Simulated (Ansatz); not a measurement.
Reaction (formal hydrolysis of the Sn–N bond): `C[N](C)[Sn][F]` + H₂O → `[OH][Sn][F]` + dimethylamine

Isolated molecules relaxed with PBE0-D4/def2-TZVP in Ansatz; ΔE leaves out vibrations. CCSD(T)/CBS adds triple-zeta CCSD(T) − MP2 to the extrapolated MP2 energy (def2 sets, frozen cores). This one scheme is used for every species. Functionals use def2-TZVPP. Elements past krypton have def2 core potentials. For Sn outer-core shells are correlated without core-valence functions, which leaves a few kJ/mol of doubt a bond. One conformer a species, not always the lowest.

```json
{"level": "revPBE-D4", "ΔE (kJ/mol)": "-7.6"}
{"level": "r2SCAN0-D4", "ΔE (kJ/mol)": "-12.4"}
{"level": "ωB97X-V", "ΔE (kJ/mol)": "-19.1"}
{"level": "BHLYP", "ΔE (kJ/mol)": "-24.2"}
{"level": "SCS-MP2/def2-TZVPP", "ΔE (kJ/mol)": "-9.0"}
{"level": "MP2/def2-QZVPP", "ΔE (kJ/mol)": "-2.7"}
{"level": "HF/CBS(def2)", "ΔE (kJ/mol)": "-34.8"}
{"level": "MP2/CBS(def2)", "ΔE (kJ/mol)": "-2.4"}
```

(1) What does CCSD(T)/CBS give? (Best estimate.)

(2) What do rigid-rotor, harmonic-oscillator terms from PBE0-D4/def2-TZVP frequencies (298.15 K, 1 bar) make of the CCSD(T)/CBS value? (Best estimate.)

Largest T1 diagnostic among the species: 0.018.

Results:

(1) Ansatz gave: -6.8 kJ/mol. The listed levels differ from it by -0.8, -5.6, -12.3, -17.4, -2.2, 4.1, -28.0, 4.4 kJ/mol.

(2) The calculation gave: ΔZPE = +5.7 kJ/mol, ΔH = -4.7 kJ/mol, ΔS = 19 J/(mol·K), ΔG = -10.5 kJ/mol.

Leaving LDA and LC-ωPBE aside and taking each functional with its dispersion term where it has one, the values spread over 11.5 kJ/mol, from ωB97X-V to revPBE-D4. LDA lies +14.4 kJ/mol from PBE without D4. The D4 term adds +12.0 kJ/mol with B3LYP and +6.5 kJ/mol with PBE0; it sums over pairs of atoms, weighted by their polarisabilities, and B3LYP, whose exchange is more repulsive, gets the larger term. At CCSD(T), def2-SVP lies +6.9 kJ/mol from the extrapolated value and def2-TZVPP +0.6 kJ/mol.

B3LYP here is the variant with VWN-RPA as its local correlation; programs differ in this.
